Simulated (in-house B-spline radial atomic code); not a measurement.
How G0W0 and RPA depend on the start: Cs7+

Configuration [Kr] 4d10 5s2. Computed with a B-spline radial code for spherical atoms: all electrons, scalar-relativistic (spin-free one-electron X2C), finite nucleus, each spin shell either full or empty, empty states to l = 9 with an (l + 1/2)⁻⁴ tail; G0W0 by contour deformation at full frequency.

| start | mean-field 5s (eV) | G0W0 (eV) | QP weight | RPA correlation (Eh) |
| --- | --- | --- | --- | --- |
| Hartree-Fock | -108.62 | -111.12 | 0.979 | -3.6736 |
| LDA VWN5 | -105.26 | -111.56 | 0.966 | -3.9614 |
| PBE | -104.62 | -111.48 | 0.967 | -3.9563 |
| PBE0 | -105.89 | ? | ? | ? |
| r2SCAN | -104.54 | -111.47 | 0.968 | -3.9073 |
| HSE06 | -105.57 | -111.41 | 0.969 | -3.8842 |
| B3LYP (VWN-RPA) | -105.98 | -111.44 | 0.969 | -3.8947 |
| SCAN | -104.85 | -111.48 | 0.968 | -3.906 |
| TPSS | -104.28 | -111.49 | 0.967 | -3.9429 |
| BHandHLYP | -107.28 | -111.31 | 0.973 | -3.8063 |
| CAM-B3LYP | -107.79 | -111.36 | 0.973 | -3.8652 |
| LC-wPBE | -109.12 | ? | ? | ? |
| wB97X | -108.69 | -111.26 | 0.975 | -3.8532 |
| PBEsol | -104.69 | -111.50 | 0.967 | -3.9584 |
| BLYP | -104.78 | -111.53 | 0.966 | -3.9573 |
| r2SCAN0 | -105.91 | -111.37 | 0.971 | -3.8453 |
| LDA exchange-only | -103.65 | -111.60 | 0.967 | -3.9606 |

Task: What G0W0 level, weight and RPA correlation energy follow from the LC-wPBE start?

Result: G0W0 level -111.27 eV, weight 0.975, RPA correlation -3.8708 hartree.

Task: What G0W0 level, weight and RPA correlation energy follow from the PBE0 start?

Result: G0W0 level -111.37 eV, weight 0.970, RPA correlation -3.8783 hartree.

Task: How much of the dependence on the start does G0W0 remove?

Result: The mean-field levels span 5.47 eV and the G0W0 levels 0.479 eV. Against 110.1 ± 0.6 eV (NIST, semi-empirical) the G0W0 removal energies are off by +1.02 to +1.50 eV, with spin-orbit coupling, Breit and QED terms left out.
